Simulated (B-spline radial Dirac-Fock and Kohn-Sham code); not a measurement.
Photoionisation of technetium ions at Al Kα (taken as 1486.9 eV)

Level of theory: independent-particle photoionisation in a Dirac-Hartree-Slater potential with a Latter tail, all multipoles, thresholds from Dirac-Fock ΔSCF; a B-spline atomic structure program. Cross sections in kb; a dash marks an empty subshell or a threshold above the photon energy.

```tsv
ion	configuration	total	3s	3p3/2	4s	4p3/2	4d3/2
Tc	[Kr] 4d5 5s2	351.1	34.9	89.0	6.70	13.3	2.39
Tc³⁺	[Kr] 4d4	351.2	34.9	89.1	6.79	13.7	2.27
Tc⁴⁺	[Kr] 4d3	351.4	34.9	89.2	6.93	14.2	1.90
Tc⁶⁺	[Kr] 4d1	351.3	35.0	89.3	7.25	15.2	0.762
```

Values without a named source are computed, but for edge energies of neutral atoms, which are taken from tables.
